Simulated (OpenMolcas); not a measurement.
# Multiconfigurational calculation on Zr

Input:

```
&GATEWAY
Coord
1

Zr 0.0 0.0 0.0
Basis=ANO-RCC-VTZP
Group=XYZ
NoMove
AngMom=0.0 0.0 0.0
AMFI
&SEWARD
* reference wave functions (RASSCF and RASSI steps not shown): 4 electrons in 9 orbitals (RAS2 4d 5s; RAS3 5p, at most 2 electrons)
>>> COPY JOB001 $Project.JobIph
&CASPT2
Multistate=55 1 2 3 4 5 6 7 8 9 10 11 12 13 14 15 16 17 18 19 20 21 22
23 24 25 26 27 28 29 30 31 32 33 34 35 36 37 38 39 40 41 42 43 44 45 46
47 48 49 50 51 52 53 54 55
Frozen=8 6
IPEA=0.25
Imaginary=0.1
MaxIter=60
WThr=0.0 0.3 0.05
PrWF=0.5
NoMix
>>> COPY JOB002 $Project.JobIph
&CASPT2
Multistate=10 1 2 3 4 5 6 7 8 9 10
Frozen=8 6
IPEA=0.25
Imaginary=0.1
MaxIter=60
WThr=0.0 0.3 0.05
PrWF=0.5
NoMix
>>> COPY JOB003 $Project.JobIph
&CASPT2
Multistate=43 1 2 3 4 5 6 7 8 9 10 11 12 13 14 15 16 17 18 19 20 21 22
23 24 25 26 27 28 29 30 31 32 33 34 35 36 37 38 39 40 41 42 43
Frozen=8 6
IPEA=0.25
Imaginary=0.1
MaxIter=60
WThr=0.0 0.3 0.05
PrWF=0.5
NoMix
...
```

Output, cut to the results:

```
--- CASPT2 ---
Orbital specifications:
      -----------------------

      Symmetry species                           1   2
                                                ag  au
      Frozen orbitals                            8   6
      Inactive orbitals                          1   3
      Active orbitals                            6   3
      Secondary orbitals                        21  20
      Deleted orbitals                           0   0
      Number of basis functions                 36  32
Type of calculation                        MS-CASPT2
      Fock operator                              state-specific
      IPEA shift                                 0.25
      Real shift                                 0.00
      Imaginary shift                            0.10
      The input orbitals will be transformed to quasi-canonical
Reference energy:       -3595.8283660723
      E2 (Non-variational):      -0.3069506139
      Shift correction:          -0.0011751899
      E2 (Variational):          -0.3081258039
      Total energy:           -3596.1364918762
      Residual norm:              0.0000001135
      Reference weight:           0.89895
      Contributions to the CASPT2 correlation energy
      Active & Virtual Only:         -0.0378344029
      One Inactive Excited:          -0.0988441556
      Two Inactive Excited:          -0.1702720555
Reference energy:       -3595.8283660723
      E2 (Non-variational):      -0.3074328400
      Shift correction:          -0.0012393159
      E2 (Variational):          -0.3086721560
      Total energy:           -3596.1370382283
      Residual norm:              0.0000001183
      Reference weight:           0.89763
      Contributions to the CASPT2 correlation energy
      Active & Virtual Only:         -0.0382197122
      One Inactive Excited:          -0.0988867909
      Two Inactive Excited:          -0.1703263369
::    CASPT2 Root  1     Total energy:  -3596.13649188
::    CASPT2 Root  2     Total energy:  -3596.13703823
::    CASPT2 Root  3     Total energy:  -3596.13976272
::    CASPT2 Root  4     Total energy:  -3596.13674304
::    CASPT2 Root  5     Total energy:  -3596.13883354
::    CASPT2 Root  6     Total energy:  -3596.13841923
::    CASPT2 Root  7     Total energy:  -3596.13862094
::    CASPT2 Root  8     Total energy:  -3596.12338942
::    CASPT2 Root  9     Total energy:  -3596.12340074
::    CASPT2 Root 10     Total energy:  -3596.12340035
::    CASPT2 Root 11     Total energy:  -3596.08560798
::    CASPT2 Root 12     Total energy:  -3596.08696641
::    CASPT2 Root 13     Total energy:  -3596.08681304
::    CASPT2 Root 14     Total energy:  -3596.08576043
::    CASPT2 Root 15     Total energy:  -3596.08730502
::    CASPT2 Root 16     Total energy:  -3596.08696521
::    CASPT2 Root 17     Total energy:  -3596.08705824
::    CASPT2 Root 18     Total energy:  -3596.08505035
::    CASPT2 Root 19     Total energy:  -3596.08508330
::    CASPT2 Root 20     Total energy:  -3596.08494638
::    CASPT2 Root 21     Total energy:  -3596.08499098
::    CASPT2 Root 22     Total energy:  -3596.08505349
::    CASPT2 Root 23     Total energy:  -3596.08495192
::    CASPT2 Root 24     Total energy:  -3596.08490776
::    CASPT2 Root 25     Total energy:  -3596.08489126
::    CASPT2 Root 26     Total energy:  -3596.08507689
::    CASPT2 Root 27     Total energy:  -3596.07658366
::    CASPT2 Root 28     Total energy:  -3596.07657105
::    CASPT2 Root 29     Total energy:  -3596.07666684
::    CASPT2 Root 30     Total energy:  -3596.07656760
--- CASPT2 ---
Orbital specifications:
      -----------------------

      Symmetry species                           1   2
                                                ag  au
      Frozen orbitals                            8   6
      Inactive orbitals                          1   3
      Active orbitals                            6   3
      Secondary orbitals                        21  20
      Deleted orbitals                           0   0
      Number of basis functions                 36  32
Type of calculation                        MS-CASPT2
      Fock operator                              state-specific
      IPEA shift                                 0.25
      Real shift                                 0.00
      Imaginary shift                            0.10
      The input orbitals will be transformed to quasi-canonical
Reference energy:       -3595.8082821504
      E2 (Non-variational):      -0.3122356145
      Shift correction:          -0.0005407758
      E2 (Variational):          -0.3127763903
      Total energy:           -3596.1210585408
      Residual norm:              0.0000009115
      Reference weight:           0.91338
      Contributions to the CASPT2 correlation energy
      Active & Virtual Only:         -0.0336431598
      One Inactive Excited:          -0.1189089354
      Two Inactive Excited:          -0.1596835194
Reference energy:       -3595.8082821504
      E2 (Non-variational):      -0.3117928919
      Shift correction:          -0.0005167494
      E2 (Variational):          -0.3123096413
      Total energy:           -3596.1205917918
      Residual norm:              0.0000006924
      Reference weight:           0.91426
      Contributions to the CASPT2 correlation energy
      Active & Virtual Only:         -0.0333241634
      One Inactive Excited:          -0.1188485206
      Two Inactive Excited:          -0.1596202080
::    CASPT2 Root  1     Total energy:  -3596.12105854
::    CASPT2 Root  2     Total energy:  -3596.12059179
::    CASPT2 Root  3     Total energy:  -3596.12033361
::    CASPT2 Root  4     Total energy:  -3596.12095840
::    CASPT2 Root  5     Total energy:  -3596.12154286
::    CASPT2 Root  6     Total energy:  -3596.12060992
::    CASPT2 Root  7     Total energy:  -3596.12005539
::    CASPT2 Root  8     Total energy:  -3596.09333939
::    CASPT2 Root  9     Total energy:  -3596.09333954
...
```

Levels above the lowest, from the spin-orbit matrix with the multistate effective Hamiltonian, averaged by term, added to it:

```json
{"Configuration": "4d² 5s²", "Term": "³F", "J": "2", "E (cm⁻¹)": "0.0", "Measured (cm⁻¹)": "0.0", "g": "0.671", "Term weight %": "99", "Second": ""}
{"Configuration": "4d² 5s²", "Term": "³F", "J": "3", "E (cm⁻¹)": "497", "Measured (cm⁻¹)": "570", "g": "1.084", "Term weight %": "100", "Second": ""}
{"Configuration": "4d² 5s²", "Term": "³F", "J": "4", "E (cm⁻¹)": "1076", "Measured (cm⁻¹)": "1241", "g": "1.250", "Term weight %": "100", "Second": ""}
{"Configuration": "4d² 5s²", "Term": "¹D", "J": "2", "E (cm⁻¹)": "3490", "Measured (cm⁻¹)": "", "g": "1.215", "Term weight %": "56", "Second": "43 ³P"}
{"Configuration": "4d² 5s²", "Term": "³P", "J": "0", "E (cm⁻¹)": "3530", "Measured (cm⁻¹)": "4197", "g": "", "Term weight %": "100", "Second": ""}
{"Configuration": "4d² 5s²", "Term": "³P", "J": "1", "E (cm⁻¹)": "3690", "Measured (cm⁻¹)": "4376", "g": "1.486", "Term weight %": "99", "Second": ""}
{"Configuration": "4d³ 5s", "Term": "⁵F", "J": "1", "E (cm⁻¹)": "3790", "Measured (cm⁻¹)": "4871", "g": "0.015", "Term weight %": "99", "Second": ""}
{"Configuration": "4d³ 5s", "Term": "⁵F", "J": "2", "E (cm⁻¹)": "3950", "Measured (cm⁻¹)": "5023", "g": "1.000", "Term weight %": "100", "Second": ""}
{"Configuration": "4d³ 5s", "Term": "⁵F", "J": "3", "E (cm⁻¹)": "4190", "Measured (cm⁻¹)": "5249", "g": "1.250", "Term weight %": "100", "Second": ""}
{"Configuration": "4d² 5s²", "Term": "³P", "J": "2", "E (cm⁻¹)": "4330", "Measured (cm⁻¹)": "", "g": "1.282", "Term weight %": "56", "Second": "43 ¹D"}
{"Configuration": "4d³ 5s", "Term": "⁵F", "J": "4", "E (cm⁻¹)": "4490", "Measured (cm⁻¹)": "5541", "g": "1.350", "Term weight %": "100", "Second": ""}
{"Configuration": "4d³ 5s", "Term": "⁵F", "J": "5", "E (cm⁻¹)": "4860", "Measured (cm⁻¹)": "5889", "g": "1.400", "Term weight %": "100", "Second": ""}
{"Configuration": "4d² 5s²", "Term": "¹G", "J": "4", "E (cm⁻¹)": "7680", "Measured (cm⁻¹)": "8057", "g": "1.001", "Term weight %": "99", "Second": ""}
{"Configuration": "4d³ 5s", "Term": "⁵P", "J": "1", "E (cm⁻¹)": "10220", "Measured (cm⁻¹)": "10885", "g": "2.499", "Term weight %": "100", "Second": ""}
{"Configuration": "4d³ 5s", "Term": "⁵P", "J": "2", "E (cm⁻¹)": "10350", "Measured (cm⁻¹)": "11017", "g": "1.832", "Term weight %": "99", "Second": ""}
{"Configuration": "4d³ 5s", "Term": "⁵P", "J": "3", "E (cm⁻¹)": "10580", "Measured (cm⁻¹)": "11258", "g": "1.667", "Term weight %": "100", "Second": ""}
{"Configuration": "4d³ 5s", "Term": "³F(1)", "J": "2", "E (cm⁻¹)": "11380", "Measured (cm⁻¹)": "", "g": "0.671", "Term weight %": "99", "Second": ""}
{"Configuration": "4d³ 5s", "Term": "³F(1)", "J": "3", "E (cm⁻¹)": "11670", "Measured (cm⁻¹)": "", "g": "1.011", "Term weight %": "77", "Second": "22 ³G"}
{"Configuration": "4d³ 5s", "Term": "³G", "J": "4", "E (cm⁻¹)": "12010", "Measured (cm⁻¹)": "12761", "g": "1.132", "Term weight %": "58", "Second": "42 ³F(1)"}
{"Configuration": "4d³ 5s", "Term": "³G", "J": "3", "E (cm⁻¹)": "12140", "Measured (cm⁻¹)": "12503", "g": "0.824", "Term weight %": "78", "Second": "22 ³F(1)"}
{"Configuration": "4d³ 5s", "Term": "³G", "J": "5", "E (cm⁻¹)": "12430", "Measured (cm⁻¹)": "12773", "g": "1.198", "Term weight %": "97", "Second": ""}
{"Configuration": "4d³ 5s", "Term": "³F(1)", "J": "4", "E (cm⁻¹)": "12450", "Measured (cm⁻¹)": "", "g": "1.165", "Term weight %": "58", "Second": "41 ³G"}
{"Configuration": "4d³ 5s", "Term": "³D", "J": "1", "E (cm⁻¹)": "13770", "Measured (cm⁻¹)": "14123", "g": "0.523", "Term weight %": "96", "Second": ""}
{"Configuration": "4d³ 5s", "Term": "³D", "J": "2", "E (cm⁻¹)": "14010", "Measured (cm⁻¹)": "14349", "g": "1.171", "Term weight %": "97", "Second": ""}
```

Against the 18 measured excited levels shown (NIST Handbook of Basic Atomic Spectroscopic Data) the mean absolute deviation is 630 cm-1; the largest miss in energy is 4d³ 5s ⁵F₁: computed 3790, measured 4871 cm⁻¹ (-22.2 %).

Term energies are means over components that CASPT2 splits; among the terms shown or strongly mixed into the levels shown the widest spread is 1200 cm-1 (4d² 5s² ³F). Some high roots are left out of the spin-orbit mixing, which shifts the levels that they would mix with. Terms from blocks run as CI alone lack orbitals of their own. Configurations are named by rounded mean occupations; where the s occupation lies near a half they are strongly mixed, a name can repeat and a true partner stay unpaired. A single d shell beside an s shell can misplace configurations of different d count against each other. The CASPT2 spread within a term exceeds the gap to the next term for 4d² 5s² ³P and 4d³ 5s ⁵F, 4d³ 5s ³F(1) and 4d³ 5s ³G, so the order of their levels is uncertain, and so are names and mixing where such terms share a J. Some terms miss by over 15 % even with CASPT2, which points to a basis or an active space too small for the shells correlated. Measured partners are found by configuration, term and J. A level has none where our copy of the source lacks it or the pairing is in doubt (some pairs that miss far off the trend of their configuration count as doubtful), and it then counts in no deviation. Only configurations of the active space appear. The first state left out of the spin-orbit step lies near 27000 cm-1 above the lowest spin-free state of the reference (among the parities and spins computed), and the list stops at four fifths of that energy or lower. The table shows the lowest 24 of 68 levels.

The term weight is that of the spin-free term in the level, not the purity of its configuration. A number in round brackets counts repeated terms of one configuration in the order of the reference energies.
